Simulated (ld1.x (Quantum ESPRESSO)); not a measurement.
## Scattering properties, TM potential for Ta (Z = 73)

ld1.x (Quantum ESPRESSO) 7.5 input, shortened:

```
&input
   title='Ta', zed=73., rel=1, dft='PBESOL', iswitch=3,
   config='[Xe] 4f14 5d3 6s0 6p0'
 /
 &inputp
   pseudotype=2, tm=.true., lloc=-1, rcloc=2.30,
   nlcc=.false.
 /
3
6S  1  0   0.00   0.00  2.60  2.60  0.0
6P  2  1   0.00   0.00  2.95  2.95  0.0
5D  3  2   3.00   0.00  1.55  1.55  0.0
 &test
   configts(1)='5d3 6s0 6p0'
 /
```

The phase is arctan(r·u′/u) with u = r·R(r), unwrapped; energies in Ry, scanned from -3 to 5 Ry. A pole is an energy at which the radial function vanishes at the test radius. The pseudo phase is shifted by a multiple of π to meet the all-electron one at the reference energy, and phase errors are pseudo minus all-electron; the curves can meet again beyond the range given. Levels narrower than the energy grid can be missing from the lists of poles.

```tsv
channel	radius (bohr)	reference energy (Ry)	poles, all-electron	poles, pseudo	unbroken range about the reference energy with phases within 0.05 rad	phase error 1 Ry above the reference energy (rad)
s	3.21	-1.35	-0.30	-2.07, -0.29, 4.58	-1.9 to 1.6	+0.003
p	3.21	-0.91	0.87	-0.15, 1.40	below -0.5	-2.659
d	3.21	-1.35	-1.10, 2.98	-1.10, 3.06	below 0.6	+0.002
```

Note: ghost states, extra bound levels that the all-electron valence spectrum of the same l lacks: s at -28.3 eV, p at -1.46 eV. A true bound ghost makes a file unfit for plane-wave use.

Phases in the p channel:

```json
{"E (Ry)": "-3.00", "all-electron": "1.335", "pseudo": "1.323"}
{"E (Ry)": "-2.52", "all-electron": "1.290", "pseudo": "1.278"}
{"E (Ry)": "-2.04", "all-electron": "1.214", "pseudo": "1.201"}
{"E (Ry)": "-1.56", "all-electron": "1.053", "pseudo": "1.038"}
{"E (Ry)": "-1.08", "all-electron": "0.508", "pseudo": "0.502"}
{"E (Ry)": "-0.60", "all-electron": "-0.859", "pseudo": "-0.896"}
{"E (Ry)": "-0.12", "all-electron": "-1.333", "pseudo": "-1.647"}
{"E (Ry)": "0.36", "all-electron": "-1.486", "pseudo": "-4.489"}
{"E (Ry)": "0.84", "all-electron": "-1.567", "pseudo": "-4.633"}
{"E (Ry)": "1.32", "all-electron": "-1.625", "pseudo": "-4.703"}
{"E (Ry)": "1.80", "all-electron": "-1.680", "pseudo": "-4.755"}
{"E (Ry)": "2.28", "all-electron": "-1.746", "pseudo": "-4.804"}
{"E (Ry)": "2.76", "all-electron": "-1.853", "pseudo": "-4.865"}
{"E (Ry)": "3.24", "all-electron": "-2.113", "pseudo": "-4.965"}
{"E (Ry)": "3.72", "all-electron": "-3.186", "pseudo": "-5.227"}
{"E (Ry)": "4.20", "all-electron": "-4.221", "pseudo": "-6.540"}
{"E (Ry)": "4.68", "all-electron": "-4.468", "pseudo": "-7.476"}
```
